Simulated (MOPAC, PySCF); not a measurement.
CH3NO, SMILES `O[C]N` (lower singlet; H–N–C–O torsion -180°, N–C–O–H torsion 0°), neutral singlet in the gas phase. This singlet lies 2.30 eV below the relaxed triplet at the level frozen-core CCSD(T)/cc-pVTZ // PBE0-D4/def2-SVP (Ansatz).

Cartesian coordinates (Å):
```xyz
6

N     -0.7422    -0.0700     0.0724
C      0.3255    -0.7544     0.4565
O      1.4556    -0.2001     0.0678
H     -1.6623    -0.4097     0.3196
H     -0.7082     0.8036    -0.4723
H      1.3317     0.6306    -0.4440
```
Charge 0, spin multiplicity 1.

All levels are single points at this geometry (PBE0-D4/def2-SVP); Pople sets use spherical d functions. Orbital energies aren't observables, and empty levels follow the basis.

```json
[
 {"level": "PBE-D3(BJ)/def2-TZVP in PySCF", "HOMO (eV)": "-5.09", "LUMO (eV)": "-0.68", "gap (eV)": "4.41", "dipole (D)": "4.01", "vertical IE, Delta-SCF (eV)": "–"},
 {"level": "PBE0-D4/def2-TZVP in PySCF", "HOMO (eV)": "-6.42", "LUMO (eV)": "0.43", "gap (eV)": "6.85", "dipole (D)": "4.21", "vertical IE, Delta-SCF (eV)": "–"},
 {"level": "BP86/6-31G* in PySCF", "HOMO (eV)": "-4.60", "LUMO (eV)": "-0.12", "gap (eV)": "4.48", "dipole (D)": "3.91", "vertical IE, Delta-SCF (eV)": "–"},
 {"level": "HF/3-21G in PySCF", "HOMO (eV)": "-9.46", "LUMO (eV)": "5.97", "gap (eV)": "15.43", "dipole (D)": "4.61", "vertical IE, Delta-SCF (eV)": "–"},
 {"level": "PM6 in MOPAC", "HOMO (eV)": "-10.21", "LUMO (eV)": "1.91", "gap (eV)": "12.12", "dipole (D)": "4.17", "vertical IE, Delta-SCF (eV)": "–"},
 {"level": "PM7 in MOPAC", "HOMO (eV)": "-10.33", "LUMO (eV)": "2.22", "gap (eV)": "12.55", "dipole (D)": "4.06", "vertical IE, Delta-SCF (eV)": "–"}
]
```
